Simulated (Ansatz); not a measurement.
Consider the ligand exchange at the Al–C bond: `C[CH2][AlH][OH]` + HI → `[OH][AlH][I]` + `CC`.

Program: Ansatz. Geometries: PBE0-D4/def2-TZVP. ΔE: electronic, gas phase. CCSD(T)/CBS adds triple-zeta CCSD(T) − MP2 to the extrapolated MP2 energy (def2 sets, frozen cores). This one scheme is used for every species. DFT in def2-TZVPP. B3LYP here is the variant with VWN-RPA as its local correlation; programs differ in this. HSE06 is defined as in plane-wave codes. def2 core potentials past Kr. For I outer-core shells are correlated without core-valence functions, which leaves a few kJ/mol of doubt a bond. Each species was taken in one conformer, which may not be the lowest.

`C[CH2][AlH][OH]`:

Cartesian coordinates in Å:
```
C -1.348 -0.087 -0.363
C -0.373 0.509 0.653
Al 1.520 0.086 0.387
O 2.028 -0.899 -0.902
H -1.305 -1.180 -0.372
H -2.386 0.190 -0.153
H -1.128 0.250 -1.380
H -0.644 0.194 1.669
H -0.469 1.603 0.676
H 2.681 0.615 1.323
H 1.424 -1.280 -1.538
```

HI:

Z-matrix (Å, degrees):
```
I
H 1 1.610
```

`[OH][AlH][I]`:

```xyz
5

O     0.492   -0.932    0.824
Al   -0.256   -0.076   -0.420
I    -0.214    2.396   -0.393
H     0.943   -0.517    1.559
H    -0.964   -0.870   -1.570
```

`CC`:

```xyz
8

C    -0.593   -0.197    0.431
C     0.593    0.197   -0.431
H    -1.042    0.675    0.913
H    -1.373   -0.682   -0.161
H    -0.299   -0.893    1.220
H     1.042   -0.675   -0.913
H     1.373    0.682    0.161
H     0.299    0.893   -1.220
```

| level | ΔE (kJ/mol) | difference from CCSD(T)/CBS |
| --- | --- | --- |
| PBE-D4 | -167.7 | 8.5 |
| revPBE-D4 | -166.1 | 10.1 |
| BLYP-D4 | -163.9 | 12.3 |
| r2SCAN-D4 | -176.0 | 0.2 |
| B97M-V | -168.4 | 7.8 |
| PBE0-D4 | -174.6 | 1.6 |
| B3LYP-D4 | -170.5 | 5.7 |
| r2SCANh-D4 | -177.8 | -1.6 |
| r2SCAN0-D4 | -180.3 | -4.1 |
| HSE06-D4 | -175.1 | 1.1 |
| CAM-B3LYP-D4 | -169.3 | 6.9 |
| ωB97X-V | -171.9 | 4.3 |
| B2PLYP | -175.6 | 0.6 |
| PBE-QIDH | -181.0 | -4.8 |
| PBE | -169.3 | 6.9 |
| revPBE | -171.4 | 4.8 |
| BLYP | -167.4 | 8.8 |
| r2SCAN | -176.8 | -0.6 |
| PBE0 | -176.0 | 0.2 |
| B3LYP | -172.8 | 3.4 |
| r2SCANh | -178.5 | -2.3 |
| r2SCAN0 | -181.0 | -4.8 |
| HSE06 | -176.3 | -0.1 |
| BHLYP | -180.3 | -4.1 |
| CAM-B3LYP | -170.6 | 5.6 |
| LC-ωPBE | -172.6 | 3.6 |
| RPA@PBE/def2-TZVPP | -163.5 | 12.7 |
| HF/def2-SVP | -191.1 | -14.9 |
| MP2/def2-SVP | -179.3 | -3.1 |
| CCSD(T)/def2-SVP | -172.8 | 3.4 |
| HF/def2-TZVPP | -192.8 | -16.6 |
| MP2/def2-TZVPP | -179.7 | -3.5 |
| CCSD/def2-TZVPP | -172.8 | 3.4 |
| CCSD(T)/def2-TZVPP | -171.2 | 5.0 |
| HF/def2-QZVPP | -191.9 | -15.7 |
| MP2/def2-QZVPP | -182.3 | -6.1 |
| SCS-MP2/def2-QZVPP | -179.9 | -3.7 |
| HF/CBS(def2) | -191.8 | -15.6 |
| MP2/CBS(def2) | -184.8 | -8.6 |
| CCSD/CBS(def2) | -177.8 | -1.6 |
| CCSD(T)/CBS | -176.2 | 0 |

Largest T1 diagnostic among the species: 0.011.

In def2-TZVPP, CCSD(T) changes the Hartree–Fock value by +21.6 kJ/mol (the triples alone add +1.6 kJ/mol) and MP2 by +13.0 kJ/mol. At CCSD(T), def2-SVP lies +3.4 kJ/mol from the extrapolated value and def2-TZVPP +5.0 kJ/mol. From PBE to PBE0 (25 % exact exchange), in def2-TZVPP and without D4, ΔE moves by −6.7 kJ/mol.
